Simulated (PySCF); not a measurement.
Dipole moment and polarisability of `C=C[Si@@H](Cl)[SiH2]CF`

C₃H₈ClFSi₂.
Structure used (GFN2-xTB), in Å, numbered top down from 1:
```xyz
15
C3H8ClFSi2 angstrom
C     -2.5103    0.6160   -0.8169
C     -2.2674   -0.3715    0.0308
Si    -0.5691   -0.8263    0.7219
Cl    -0.5881   -2.8632    0.9169
Si     1.1935   -0.1911   -0.6554
C      2.5380    0.6259    0.4514
F      1.9490    1.5917    1.2490
H     -1.7236    1.2515   -1.1908
H     -3.5028    0.8405   -1.1765
H     -3.1049   -0.9743    0.3648
H     -0.4908   -0.3090    2.0948
H      1.9068   -1.2584   -1.3700
H      0.8302    0.8220   -1.6552
H      3.3170    1.1343   -0.1207
H      3.0180   -0.0804    1.1339
```

Level: CAM-B3LYP/def2-SVPD (PySCF), static field, nuclei fixed, core orbitals frozen in the response. The polarisability tensor in these axes (au):

```
x   113.25   1.06   2.31
y     1.06 105.62 -11.02
z     2.31 -11.02  94.82
```

What are the eigenvalues, a third of the trace, and Δα (Δα² = ½Σ(αi − αj)² over the three pairs)?

Principal values 87.70, 112.40 and 113.60 au; mean 104.56 au = 15.49 Å³ = 17.24 × 10⁻⁴⁰ C²·m²/J; Δα = 25.32 au (24 % of the mean).

What is the dipole moment, and where does it point?

(0.21, 0.52, -1.41) D, 1.52 D in size, pointing from the negative to the positive side. Measured along this direction, the outermost atoms are H11 at the negative end and H13 at the positive end.

Directions of the eigenvectors, and the extent of the frame along each?

Largest value along (0.95, -0.19, 0.23), where the nuclei span 6.93 Å; middle along (0.28, 0.83, -0.48), 4.92 Å; least along (-0.10, 0.53, 0.85), 3.71 Å. The response follows the extents in order.

Orientational against electronic polarisability at 350 K (dilute gas, rigid molecules)?

In Gaussian units μ²/3kT = 15.96 Å³ against 15.49 Å³, a ratio of 1.03; the Debye molar polarisation (4π/3)N_A(α + μ²/3kT) is 79.3 cm³/mol, leaving out the vibrational part.

What molar refraction does this α imply?

Lorentz–Lorenz: R = (4π/3)N_A α = 2.5225 cm³/(mol·Å³) × 15.49 Å³ = 39.1 cm³/mol, in the limit of long wavelengths.

Rayleigh depolarisation ratio (linearly polarised light, static tensor)?

ρ = 3Δα²/(45ᾱ² + 4Δα²) = 1923.6/(492005 + 2564.8) = 0.00389.

In TDDFT the mean static polarisability is Σ f/ω² over all singlet excitations (ω in hartree). How much of it do the 8 lowest give? Their energies (eV) and oscillator strengths: 6.26, 0.0233; 6.57, 0.0007; 6.79, 0.0146; 6.94, 0.1965; 7.14, 0.0300; 7.29, 0.1761; 7.44, 0.0097; 7.47, 0.0164.

They add up to 6.95 au, 6.6 % of the 104.56 au; the largest single term is 3.02 au, from the state at 6.94 eV. Terms in order: 0.44, 0.01, 0.23, 3.02, 0.44, 2.46, 0.13, 0.22 au. Higher excitations give the rest. The strengths listed sum to 0.467.

Isolated species at its GFN2-xTB geometry (one conformer only).

The run behind these numbers computed excited states as well. The run took 52 s on an Arm Neoverse V2 with one thread, shared host, and the process peaked at 1.0 GiB of memory.
